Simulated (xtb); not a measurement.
Level of theory: xtb with GFN2-xTB.

```
xtb start.xyz --ohess tight --gfn 2 --chrg 0 --uhf 0 --iterations 400

# start.xyz
8

B     -1.547157     0.142203     0.120675
N     -0.366183    -0.563269    -0.528688
C      0.914806    -0.137076    -0.151102
C      2.026891     0.233871     0.186228
H     -1.687546     1.303435    -0.118460
H     -1.794662    -0.224287     1.228983
H     -0.549733    -1.314725    -1.209726
H      3.003586     0.559847     0.472091
```

Output:

```
[...]
         7        2.0000           -0.4564087             -12.4195
         8        2.0000           -0.4144511             -11.2778
         9        2.0000           -0.4064347             -11.0596
        10        2.0000           -0.3826691             -10.4130 (HOMO)
        11                         -0.2088215              -5.6823 (LUMO)
        12                         -0.1451419              -3.9495
        13                         -0.1063500              -2.8939
        14                          0.0329655               0.8970
        15                          0.1330276               3.6199
       ...                                ...                  ...
        20                          1.4700628              40.0024
      -------------------------------------------------------------
                  HL-Gap            0.1738475 Eh            4.7306 eV
             Fermi-level           -0.2957453 Eh           -8.0476 eV


         :::::::::::::::::::::::::::::::::::::::::::::::::::::
         ::                     SUMMARY                     ::
         :::::::::::::::::::::::::::::::::::::::::::::::::::::
         :: total energy             -10.431460743136 Eh    ::
         :: gradient norm              0.000153998457 Eh/a0 ::
         :: HOMO-LUMO gap              4.730631597718 eV    ::
         ::.................................................::
         :: SCC energy               -10.655923907791 Eh    ::
         :: -> isotropic ES            0.025312109479 Eh    ::
         :: -> anisotropic ES          0.005147384637 Eh    ::
         :: -> anisotropic XC          0.009393955456 Eh    ::
         :: -> dispersion             -0.003342119777 Eh    ::
         :: repulsion energy           0.224463164655 Eh    ::
         :: add. restraining           0.000000000000 Eh    ::
         :: total charge              -0.000000000000 e     ::
         :::::::::::::::::::::::::::::::::::::::::::::::::::::

           -------------------------------------------------
          |                Numerical Hessian                |
           -------------------------------------------------
step length          :   0.00500
SCC accuracy         :   0.30000
Hessian scale factor :   1.00000
frozen atoms in %    :   0.00000    0
RMS gradient         :   0.00015
estimated CPU  time      0.00 min
estimated wall time      0.00 min

writing file <hessian>.

 projected vibrational frequencies (cm⁻¹)
eigval :       -0.00     0.00     0.00     0.00     0.00     0.00
eigval :      194.92   254.75   430.18   437.33   618.47   656.14
eigval :      715.90   852.37   875.49  1034.55  1170.07  1262.17
eigval :     1420.73  2309.71  2625.44  2668.33  3372.91  3419.32
           -------------------------------------------------
          |                Property Printout                |
           -------------------------------------------------

    * Orbital Energies and Occupations

         #    Occupation            Energy/Eh            Energy/eV
      -------------------------------------------------------------
         1        2.0000           -0.6346651             -17.2701
         2        2.0000           -0.6014226             -16.3655
         3        2.0000           -0.5528871             -15.0448
         4        2.0000           -0.5329206             -14.5015
         5        2.0000           -0.4905190             -13.3477
         6        2.0000           -0.4801913             -13.0667
         7        2.0000           -0.4564087             -12.4195
         8        2.0000           -0.4144512             -11.2778
         9        2.0000           -0.4064346             -11.0596
        10        2.0000           -0.3826690             -10.4130 (HOMO)
        11                         -0.2088216              -5.6823 (LUMO)
        12                         -0.1451418              -3.9495
        13                         -0.1063500              -2.8939
        14                          0.0329655               0.8970
        15                          0.1330276               3.6199
        16                          0.3061282               8.3302
        17                          0.3414590               9.2916
        18                          0.4549427              12.3796
        19                          0.5016093              13.6495
        20                          1.4700628              40.0024
      -------------------------------------------------------------
                  HL-Gap            0.1738475 Eh            4.7306 eV
             Fermi-level           -0.2957453 Eh           -8.0476 eV

     #   Z          covCN         q      C6AA      α(0)
     1   5 B        2.733     0.226    17.990     7.104
     2   7 N        2.611    -0.148    24.224     7.310
     3   6 C        1.906     0.029    30.361     8.899
     4   6 C        1.909    -0.138    35.003     9.555
     5   1 H        0.939    -0.099     5.530     3.677
     6   1 H        0.939    -0.112     5.988     3.826
     7   1 H        0.860     0.163     1.316     1.797
     8   1 H        0.928     0.079     1.986     2.204

 Mol. C6AA /au·bohr⁶  :        778.931364
 Mol. C8AA /au·bohr⁸  :      18696.911442
 Mol. α(0) /au        :         44.371001

Wiberg/Mayer (AO) data.
largest (>0.10) Wiberg bond orders for each atom

 ---------------------------------------------------------------------------
     #   Z sym  total        # sym  WBO       # sym  WBO       # sym  WBO
 ---------------------------------------------------------------------------
     1   5 B    3.394 --     2 N    1.346     5 H    0.974     6 H    0.971
     2   7 N    3.528 --     1 B    1.346     3 C    1.154     7 H    0.931
     3   6 C    3.968 --     4 C    2.790     2 N    1.154
     4   6 C    3.968 --     3 C    2.790     8 H    0.973
     5   1 H    0.990 --     1 B    0.974
     6   1 H    0.987 --     1 B    0.971
     7   1 H    0.973 --     2 N    0.931
     8   1 H    0.993 --     4 C    0.973
 ---------------------------------------------------------------------------

Topologies differ in total number of bonds
Writing topology from bond orders to xtbtopo.mol

molecular dipole:
                 x           y           z       tot (Debye)
 q only:        0.092      -0.378      -0.158
   full:        0.197      -0.550      -0.234       1.599
molecular quadrupole (traceless):
                xx          xy          yy          xz          yz          zz
 q only:       -1.072       0.832       0.925       0.411       0.288       0.147
  q+dip:        1.048       3.116       1.025       1.000       1.188      -2.073
   full:       -1.167       1.854       1.203       0.812       0.409      -0.035

           -------------------------------------------------
          |                Geometry Summary                 |
           -------------------------------------------------

      molecular mass/u    :       52.8709661
   center of mass at/Å    :        0.2704111      -0.0518939      -0.0394533
  moments of inertia/u·Å² :        0.1026129E+02   0.1014212E+03   0.1116824E+03
rotational constants/cm⁻¹ :        0.1642838E+01   0.1662142E+00   0.1509426E+00

 * 7 selected distances

     #   Z          #   Z                                           value/Å
     1   5 B        2   7 N                                       1.3892994 (max)
     2   7 N        3   6 C                                       1.3429267
     3   6 C        4   6 C                                       1.1984246
     1   5 B        5   1 H                                       1.1697590
     1   5 B        6   1 H                                       1.1713026
     2   7 N        7   1 H                                       1.0133551 (min)
     4   6 C        8   1 H                                       1.0467208

 * 6 distinct bonds (by element types)

   Z      Z             #   av. dist./Å        max./Å        min./Å
   1 H    5 B           2     1.1705308     1.1713026     1.1697590
   1 H    6 C           1     1.0467208     1.0467208     1.0467208
   6 C    6 C           1     1.1984246     1.1984246     1.1984246
Molecule has the following symmetry elements: (sigma)
It seems to be the Cs point group
   1 H    7 N           1     1.0133551     1.0133551     1.0133551
   5 B    7 N           1     1.3892994     1.3892994     1.3892994
   6 C    7 N           1     1.3429267     1.3429267     1.3429267

           -------------------------------------------------
          |               Frequency Printout                |
           -------------------------------------------------
 projected vibrational frequencies (cm⁻¹)
eigval :       -0.00     0.00     0.00     0.00     0.00     0.00
eigval :      194.92   254.75   430.18   437.33   618.47   656.14
eigval :      715.90   852.37   875.49  1034.55  1170.07  1262.17
eigval :     1420.73  2309.71  2625.44  2668.33  3372.91  3419.32
 reduced masses (amu)
   1:  9.44   2: 10.33   3: 11.30   4: 10.48   5:  9.52   6:  9.57   7:  9.69   8:  8.35
   9:  6.33  10:  9.71  11:  4.17  12:  2.75  13:  2.17  14:  3.57  15:  5.65  16:  8.46
  17:  4.06  18:  3.05  19: 10.95  20: 11.13  21:  1.45  22:  2.12  23:  1.83  24:  2.52
 IR intensities (km·mol⁻¹)
   1:  5.77   2:  0.82   3:  0.13   4:  0.96   5:  1.61   6:  1.62   7:  2.41   8:  0.00
   9: 33.69  10:  2.73  11:  3.83  12: 20.41  13: 92.51  14:116.27  15:  4.37  16: 24.76
  17: 22.46  18: 18.43  19:230.42  20: 87.58  21:153.37  22:160.58  23:  0.72  24: 16.70
 Raman intensities (Ä⁴*amu⁻¹)
   1:  0.00   2:  0.00   3:  0.00   4:  0.00   5:  0.00   6:  0.00   7:  0.00   8:  0.00
   9:  0.00  10:  0.00  11:  0.00  12:  0.00  13:  0.00  14:  0.00  15:  0.00  16:  0.00
  17:  0.00  18:  0.00  19:  0.00  20:  0.00  21:  0.00  22:  0.00  23:  0.00  24:  0.00
 output can be read by thermo (or use thermo option).
 writing <g98.out> molden fake output.
 recommended (thermochemical) frequency scaling factor: 1.0
           -------------------------------------------------
          |             Thermodynamic Functions             |
           -------------------------------------------------

cs  symmetry found (for desy threshold:  0.10E+00) used in thermo

          ...................................................
          :                      SETUP                      :
          :.................................................:
          :  # frequencies                          18      :
          :  # imaginary freq.                       0      :
          :  linear?                             false      :
          :  only rotor calc.                    false      :
          :  symmetry                               cs      :
          :  rotational number                       1      :
          :  scaling factor                  1.0000000      :
          :  rotor cutoff                   50.0000000 cm⁻¹ :
          :  imag. cutoff                  -20.0000000 cm⁻¹ :
          :.................................................:

    mode    ω/cm⁻¹     T·S(HO)/kcal·mol⁻¹    T·S(FR)/kcal·mol⁻¹   T·S(vib)
   ------------------------------------------------------------------------
       1    194.92    -0.65011 ( 99.57%)    -0.65314 (  0.43%)    -0.65013
       2    254.75    -0.50610 ( 99.85%)    -0.57393 (  0.15%)    -0.50620
   ------------------------------------------------------------------------

   temp. (K)  partition function   enthalpy   heat capacity  entropy
                                   cal/mol     cal/K/mol   cal/K/mol   J/K/mol
 298.15  VIB   3.58                 1372.752     11.038      7.141
         ROT  0.260E+05              888.752      2.981     23.186
         INT  0.933E+05             2261.504     14.019     30.327
         TR   0.372E+27             1481.254      4.968     37.801
         TOT                        3742.7580    18.9874    68.1284   285.0492

       T/K    H(0)-H(T)+PV         H(T)/Eh          T*S/Eh         G(T)/Eh
   ------------------------------------------------------------------------
    298.15    0.596446E-02    0.613667E-01    0.323700E-01    0.289967E-01
   ------------------------------------------------------------------------

         :::::::::::::::::::::::::::::::::::::::::::::::::::::
         ::                  THERMODYNAMIC                  ::
         :::::::::::::::::::::::::::::::::::::::::::::::::::::
         :: total free energy         -10.402463998256 Eh   ::
         ::.................................................::
         :: total energy              -10.431460743136 Eh   ::
         :: zero point energy           0.055402276256 Eh   ::
         :: G(RRHO) w/o ZPVE           -0.026405531377 Eh   ::
         :: G(RRHO) contrib.            0.028996744879 Eh   ::
         :::::::::::::::::::::::::::::::::::::::::::::::::::::

optimized geometry written to: xtbopt.xyz

           -------------------------------------------------
          | TOTAL ENERGY              -10.431460743136 Eh   |
          | TOTAL ENTHALPY            -10.370094002362 Eh   |
          | TOTAL FREE ENERGY         -10.402463998256 Eh   |
          | GRADIENT NORM               0.000153962598 Eh/α |
          | HOMO-LUMO GAP               4.730630307537 eV   |
           -------------------------------------------------

------------------------------------------------------------------------
```

Cost: around 0.3 core-seconds (rough).
